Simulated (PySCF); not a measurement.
Molecule: SMILES OS(=O)([OH2+])=O (charge +1). Atoms near the plane z = 0.0 Å, at the CAM-B3LYP/def2-SVP optimised geometry (x, y, z in Å): S2 (-0.6, -1.1, 0.0), O4 (1.0, -1.1, 0.0), O5 (-0.7, 0.9, 0.0), H6 (1.4, -1.0, -0.9), H7 (-1.4, 1.3, -0.5), H8 (-0.7, 1.4, 0.9).

Calculation: CAM-B3LYP/def2-TZVP (PySCF 2.14.0). Cells within 0.4 Å of a nucleus heavier than hydrogen are left out (blank, or x). The values are rescaled to run from 0 to 1.

```
|0000011111111111100000000000000|
|0000111111111111110000000000000|
|0011111111111111111000000000000|
|0011111222222211111100000000000|
|0111122222222221111110000000000|
|1111222233333222111111000000000|
|1111223344443322211111100000000|
|1112233455555432211111110000000|
|1112234567899853221111110000000|
|1112234579999995221111111000000|
|11122345799xxx97321111111100000|
|11122345699xxx99322111111110000|
|11122334599xxx98422211111110000|
|1112223346999996432221111111000|
|1111223345799986433222111111000|
|1111223345799997543322221111100|
|1111223457999999865554322111100|
|0111223469999999999998432211100|
|011112347999xx99999x99842211110|
|011112348999xxx999xxx9953211110|
|00111234899xxxx999xxx9953211110|
|001112247999xx99999xx9842211100|
|0001112359999999999998532111100|
|0001112246999999865554321111100|
|0000111234689997543322211111000|
|0000011123455655432221111110000|
|0000011112233333322111111100000|
|0000001111222222221111111000000|
|0000000111112222111111100000000|
|0000000011111111111110000000000|
|0000000000111111111100000000000|
```
Scale: ten equal steps from 0.000 (start of '0') to 1.00 (end of '9'), in the order '0123456789'; x runs from -3.50 to 3.50, y from -3.50 (bottom) to 3.50 (top).

Q: Which quantity is mapped?
A) log10 of the electron density
B) deformation density (molecule minus spherical neutral atoms)
C) electrostatic potential
D) an orbital amplitude

A: C, electrostatic potential. In full: electrostatic potential (hartree/e), clipped to [0.10, 0.65].
